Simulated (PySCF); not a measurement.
Constitutional and geometric isomers with formula C2H3NSi. Gas-phase values, no solvent. Strings in code marks are SMILES.

Quantity: vertical ionisation energy (energy after one electron is removed minus that of the parent at the parent's geometry), in eV.

A: `C=[si]1cn1`
B: `[H]/N=[SiH]/C#C`
C: `N=[si]1cc1`

Order them by vertical ionisation energy (energy after one electron is removed minus that of the parent at the parent's geometry) (lowest first) at the level PBE/6-31G* // B3LYP-D3(BJ)/def2-TZVP (PySCF).

A (8.55 eV), C (9.15 eV), B (9.42 eV)
